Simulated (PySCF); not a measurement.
PtSF₂, triplet: data card

Method: UPBE0/[Pt def2-SVP with ECP60, S def2-SVP, F def2-SVP], scalar-relativistic core potentials, density fitting, no spin–orbit coupling, PySCF.

The structure is a minimum.

```
Point group                                                                   : C2v
Bond lengths                                                                  : Pt–F 1.899 Å (×2), Pt–S 2.085 Å
Bond angles                                                                   : F–Pt–F 159.0°, F–Pt–S 100.5° (×2)
Atomisation energy without zero-point energy                                  : 974 kJ/mol
Rotational symmetry number                                                    : 2
Rotational constants                                                          : 0.1272, 0.1269, 0.06354 cm⁻¹
Zero-point energy                                                             : 13.8 kJ/mol
Entropy at 298.15 K and 1 bar (electronic part: spin only)                    : 331.1 J/(mol K)
Dipole moment                                                                 : 1.37 D
Spin squared ⟨S²⟩                                                             : 2.006
Highest occupied level (β)                                                    : -8.19 eV
Heat capacity Cp at 298.15 K                                                  : 69.8 J/(mol K)
Principal quadrupole moments (Buckingham, traceless) about the centre of mass : -13.17, 2.80, 10.37 D Å
Principal polarisabilities                                                    : 29.4, 43.8, 64.2 bohr³
Lowest empty level (β)                                                        : -5.29 eV
Enthalpy at 298.15 K above 0 K                                                : 16.02 kJ/mol
```

Harmonic modes (masses in u: Pt 194.965, S 31.972, F 18.998):
```
symmetry  ω (cm⁻¹)  IR (km/mol)
      b2       122          0.0
      a1       188          2.9
      b1       204          5.5
      a1       505          0.1
      a1       632         29.4
      b2       656          131
```

In C2v the vibrations span 2b2 + 3a1 + b1. Here b1 is antisymmetric to the molecular plane and b2 lies in it.

Charges (e):
```json
{"atom": "Pt1", "Mulliken": "0.65", "Löwdin": "-0.04", "polar tensor": "0.94", "spin (Mulliken)": "0.59", "Mayer order to Pt1": "–"}
{"atom": "S2", "Mulliken": "0.11", "Löwdin": "0.49", "polar tensor": "0.07", "spin (Mulliken)": "1.29", "Mayer order to Pt1": "1.74"}
{"atom": "F3,4", "Mulliken": "-0.38", "Löwdin": "-0.22", "polar tensor": "-0.51", "spin (Mulliken)": "0.06", "Mayer order to Pt1": "0.84"}
```

Mulliken populations on Pt1 (electrons outside its core potential): s 2.68, p 6.30, d 8.33, f 0.04.

Formally Pt is in oxidation state +4, d6, with 2 unpaired electrons (the high-spin count would be 4). The Mulliken spin on Pt is 0.59, so most of the spin sits on the ligands and the formal count fails. The polar-tensor charge on Pt, 0.94, is far below the formal one.

Other isomers or separated fragments may lie lower. With open d or f shells other occupations or spin states may lie lower. No spin–orbit coupling is included, which matters more the heavier the element.

The final relaxation and frequency run took of the order of 2 core-minutes on a shared host.
